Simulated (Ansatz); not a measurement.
The inner images of a band of H$_{7}$OPSi$_{2}$ (11 atoms, charge 0, multiplicity 1) are given out of order.

Level of theory: Ansatz 0.2.0, RKS PBE0-D4/6-31G*.

Initial state:

```xyz
11
Properties=species:S:1:pos:R:3
O 1.434 2.226 -1.310
P -0.067 1.524 -1.002
Si 0.627 -0.430 -0.089
Si -1.167 -1.473 0.994
H 1.412 2.589 -2.206
H -0.348 2.131 0.258
H 1.755 -0.216 0.865
H 1.118 -1.300 -1.197
H -2.277 -1.731 0.034
H -1.686 -0.604 2.089
H -0.736 -2.772 1.584
```

Final state:

```xyz
11
Properties=species:S:1:pos:R:3
O -0.907 1.509 -1.103
P 0.605 1.832 -0.417
Si 1.174 -0.315 0.077
Si -0.818 -1.294 0.806
H -1.535 2.154 -0.751
H 1.371 1.934 -1.615
H 2.196 -0.287 1.165
H 1.757 -1.069 -1.072
H -1.723 -1.566 -0.342
H -1.505 -0.376 1.759
H -0.549 -2.580 1.513
```

Problem. Put them in order from the first end to the last, with their energies above the first end.
A.
```xyz
11
Properties=species:S:1:pos:R:3
O 1.008 2.042 -1.820
P -0.123 1.683 -0.626
Si 0.707 -0.298 0.140
Si -1.078 -1.563 0.964
H 0.521 2.278 -2.620
H 0.418 2.468 0.434
H 1.771 -0.145 1.178
H 1.295 -0.995 -1.039
H -2.032 -1.842 -0.147
H -1.809 -0.822 2.031
H -0.611 -2.863 1.526
```
B.
```xyz
11
Properties=species:S:1:pos:R:3
O -0.415 1.629 -1.592
P 0.252 1.934 -0.072
Si 0.980 -0.169 0.359
Si -0.867 -1.579 0.587
H -1.218 2.158 -1.683
H 1.533 2.429 -0.461
H 1.734 -0.103 1.648
H 1.901 -0.682 -0.697
H -1.534 -1.804 -0.726
H -1.855 -0.971 1.522
H -0.446 -2.900 1.135
```
C.
```xyz
11
Properties=species:S:1:pos:R:3
O 1.275 2.164 -1.577
P -0.115 1.608 -0.805
Si 0.657 -0.355 0.034
Si -1.134 -1.523 0.986
H 1.033 2.392 -2.484
H 0.017 2.326 0.418
H 1.773 -0.188 1.012
H 1.171 -1.134 -1.129
H -2.145 -1.819 -0.068
H -1.794 -0.718 2.054
H -0.674 -2.810 1.580
```
D.
```xyz
11
Properties=species:S:1:pos:R:3
O 0.652 1.888 -1.965
P -0.096 1.769 -0.462
Si 0.753 -0.244 0.213
Si -1.009 -1.611 0.912
H 0.002 2.237 -2.589
H 0.812 2.548 0.314
H 1.721 -0.078 1.338
H 1.466 -0.848 -0.948
H -1.956 -1.843 -0.216
H -1.756 -0.943 2.016
H -0.524 -2.932 1.407
```
E.
```xyz
11
Properties=species:S:1:pos:R:3
O 0.090 1.727 -1.916
P 0.088 1.908 -0.241
Si 0.814 -0.176 0.301
Si -0.949 -1.633 0.773
H -0.648 2.233 -2.279
H 1.371 2.504 -0.053
H 1.634 -0.034 1.543
H 1.684 -0.713 -0.786
H -1.812 -1.867 -0.418
H -1.791 -1.060 1.862
H -0.415 -2.947 1.235
```

Solution. C (+2.1 kJ/mol), A (+7.2 kJ/mol), D (+10.0 kJ/mol), E (+4.9 kJ/mol), B (+0.5 kJ/mol).

The run took 93 s on 1 thread of AMD EPYC 9R45 96-Core Processor (Zen 5), on a shared host, peak memory 0.2 GiB.
